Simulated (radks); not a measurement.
Valence configurations of the osmium ion Os+ (all share [Xe]). All-electron calculation, scalar-relativistic Kohn-Sham, PBE, spin-polarised, spherical densities, finite nucleus; open shells are filled with parallel spins first (spin-orbit coupling, left out, can overturn this in heavy ions); Fermi nuclear charge, rms radius 5.4126 fm. Program: a radial shooting solver on a logarithmic mesh with Libxc functionals. Energies are relative to 4f14 5d6 6s1; eigenvalues in eV for spin up.

[
 {"valence": "4f14 5d6 6s1", "E (eV)": "0.000", "moment (Bohr magnetons)": "5", "e(4f)": "-59.889", "e(5d)": "-15.226", "e(6p)": "-", "e(6s)": "-13.985"},
 {"valence": "4f14 5d5 6s2", "E (eV)": "0.897", "moment (Bohr magnetons)": "5", "e(4f)": "-63.016", "e(5d)": "-17.464", "e(6p)": "-", "e(6s)": "-14.882"},
 {"valence": "4f14 5d6 6s0.5 6p0.5", "E (eV)": "3.199", "moment (Bohr magnetons)": "5", "e(4f)": "-60.681", "e(5d)": "-15.918", "e(6p)": "-8.026", "e(6s)": "-14.468"},
 {"valence": "4f14 5d5 6s1 6p1", "E (eV)": "5.125", "moment (Bohr magnetons)": "7", "e(4f)": "-64.435", "e(5d)": "-18.895", "e(6p)": "-9.119", "e(6s)": "-16.163"},
 {"valence": "4f13.5 5d6.5 6s1", "E (eV)": "24.655", "moment (Bohr magnetons)": "5", "e(4f)": "-65.259", "e(5d)": "-15.785", "e(6p)": "-", "e(6s)": "-14.052"},
 {"valence": "4f13.5 5d6 6s1 6p0.5", "E (eV)": "27.519", "moment (Bohr magnetons)": "6", "e(4f)": "-67.578", "e(5d)": "-17.678", "e(6p)": "-8.435", "e(6s)": "-15.196"},
 {"valence": "4f13 5d7 6s1", "E (eV)": "51.339", "moment (Bohr magnetons)": "5", "e(4f)": "-70.727", "e(5d)": "-16.329", "e(6p)": "-", "e(6s)": "-14.101"},
 {"valence": "4f13 5d6 6s2", "E (eV)": "53.420", "moment (Bohr magnetons)": "5", "e(4f)": "-74.079", "e(5d)": "-18.749", "e(6p)": "-", "e(6s)": "-15.027"},
 {"valence": "4f13 5d6 6s1 6p1", "E (eV)": "58.248", "moment (Bohr magnetons)": "7", "e(4f)": "-75.520", "e(5d)": "-20.225", "e(6p)": "-9.234", "e(6s)": "-16.404"},
 {"valence": "4f12 5d8 6s1", "E (eV)": "110.98", "moment (Bohr magnetons)": "5", "e(4f)": "-81.951", "e(5d)": "-17.386", "e(6p)": "-", "e(6s)": "-14.166"}
]

NIST lists [Xe] 4f14 5d6 6s1 as the ground configuration; this level of theory agrees among the configurations tried. The energies are those of spherical high-spin densities, not of single terms.
